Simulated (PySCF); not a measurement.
# `COCO[SiH2]O[SiH3]`: 4 charge schemes on one density

Species: C₂H₁₀O₃Si₂.
Cartesian coordinates in Å at the GFN2-xTB level; atoms count from 1:
```
atom  x, y, z in Å
C1    -2.6655    0.1818    0.8877
O2    -2.3582   -0.2655   -0.4189
C3    -1.3291   -1.1926   -0.4626
O4    -0.0907   -0.6654   -0.1468
Si5    0.5576    0.6771   -0.8024
O6     2.0149    0.7894   -0.1293
Si7    3.3318    0.2767    0.6636
H8    -3.0227   -0.6510    1.5043
H9    -3.4529    0.9237    0.7769
H10   -1.7944    0.6366    1.3667
H11   -1.5107   -2.0216    0.2421
H12   -1.3265   -1.5753   -1.4911
H13    0.7277    0.5211   -2.2438
H14   -0.1482    1.8929   -0.4151
H15    3.8266   -0.9455    0.0313
H16    2.9689    0.0383    2.0600
H17    4.2644    1.3916    0.5158
```

Density: PBE0/pcSseg-1 (PySCF); schemes: Mulliken, IAO, Hirshfeld and ESP-fitted. The structure is a single GFN2-xTB conformer in the gas phase; no vibrational or solvent corrections.

Atoms with like bonding are taken together and averaged. Do the Mulliken, IAO, Hirshfeld and ESP-fitted schemes agree on where the charge is lowest?

All schemes agree: Mulliken O6 (-0.711); IAO O6 (-0.889); Hirshfeld O6 (-0.304); ESP-fitted O6 (-0.466).

Which atoms carry the highest charge in the Mulliken, IAO, Hirshfeld and ESP-fitted schemes?

All schemes agree: Mulliken Si5 (+0.988); IAO Si5 (+1.222); Hirshfeld Si5 (+0.448); ESP-fitted Si5 (+0.734).

What partial charge does each atom carry?

In e; atoms taken as equivalent share a row and are averaged (×n: the atom named and its like, n in all):

| atom | environment | Mulliken | IAO | Hirshfeld | ESP-fitted |
| --- | --- | --- | --- | --- | --- |
| C1 | methoxy carbon | -0.049 | -0.208 | -0.040 | -0.224 |
| O2 | ether oxygen | -0.516 | -0.394 | -0.144 | -0.281 |
| C3 | sp3 carbon bearing two oxygens | +0.328 | +0.139 | +0.073 | -0.004 |
| O4 | silyl ether oxygen | -0.639 | -0.656 | -0.230 | -0.367 |
| Si5 | oxygen-bound silicon | +0.988 | +1.222 | +0.448 | +0.734 |
| O6 | siloxane oxygen | -0.711 | -0.889 | -0.304 | -0.466 |
| Si7 | oxygen-bound silicon | +0.744 | +0.893 | +0.397 | +0.573 |
| H8/H9/H10 | methyl hydrogen | +0.110 | +0.141 | +0.044 | +0.130 |
| H11/H12 | methylene hydrogen | +0.104 | +0.133 | +0.041 | +0.128 |
| H13/H14 | Si–H hydrogen | -0.152 | -0.175 | -0.086 | -0.130 |
| H15/H16/H17 | Si–H hydrogen | -0.127 | -0.148 | -0.081 | -0.117 |

Mean size of the charges over all atoms: IAO 0.346 e, Mulliken 0.306 e, ESP-fitted 0.230 e, Hirshfeld 0.133 e. Each set sums to the total charge, 0, to within 0.001 e. The IAO scheme projects the occupied orbitals on a minimal set of polarised atomic orbitals and counts the electrons in each atom's part of it.

Some averages cover members that differ in this geometry: H8/H9/H10, IAO +0.127 to +0.162; H8/H9/H10, Mulliken +0.097 to +0.126 e.

How closely do the schemes follow one another over all atoms?

Correlation coefficient and root-mean-square difference: IAO with Hirshfeld 0.99, 0.301 e; IAO with ESP-fitted 0.99, 0.195 e; Mulliken with IAO 0.98, 0.106 e; Mulliken with Hirshfeld 0.98, 0.241 e; Hirshfeld with ESP-fitted 0.98, 0.124 e; Mulliken with ESP-fitted 0.96, 0.159 e.

Sum the charges by element.

| element | atoms | Mulliken | IAO | Hirshfeld | ESP-fitted |
| --- | --- | --- | --- | --- | --- |
| C | 2 | +0.279 | -0.069 | +0.032 | -0.228 |
| O | 3 | -1.866 | -1.939 | -0.678 | -1.114 |
| Si | 2 | +1.732 | +2.114 | +0.844 | +1.307 |
| H | 10 | -0.145 | -0.106 | -0.199 | +0.035 |
